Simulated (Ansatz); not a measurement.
Consider the hydrogenolysis of a C–C bond: `CC[O][AlH][F]` + H₂ → `C[O][AlH][F]` + CH₄.

Program: Ansatz. Geometries: PBE0-D4/def2-TZVP. ΔE: electronic, gas phase. CBS: MP2 limit from def2 TZ/QZ plus the TZ coupled-cluster correction, frozen cores. This one scheme is used for every species. One conformer a species, not always the lowest.

```json
{"level": "CCSD(T)/def2-SVP", "ΔE (kJ/mol)": "-59.1"}
{"level": "HF/CBS(def2)", "ΔE (kJ/mol)": "-75.6"}
```

Problem. What does CCSD(T)/CBS give? (Best estimate.)

Solution. The calculation gave: -58.2 kJ/mol. The listed levels differ from it by -0.9, -17.4 kJ/mol.

Largest T1 diagnostic among the species: 0.013.

The D4 term adds +6.9 kJ/mol with B3LYP and +3.8 kJ/mol with PBE0; it sums over pairs of atoms, weighted by their polarisabilities, and B3LYP, whose exchange is more repulsive, gets the larger term. Leaving LDA and LC-ωPBE aside and taking each functional with its dispersion term where it has one, the values, not all of them listed here, spread over 11.6 kJ/mol, from BHLYP-D4 to revPBE-D4. LDA lies +9.3 kJ/mol from PBE without D4. In def2-TZVPP, CCSD(T) changes the Hartree–Fock value by +16.4 kJ/mol (the triples alone add +3.4 kJ/mol) and MP2 by +18.8 kJ/mol.

CCSD(T)/CBS has its own doubt, a few kJ/mol and more with outer-core shells, so smaller differences from it don't rank the levels.

B3LYP here is the variant with VWN-RPA as its local correlation; programs differ in this.
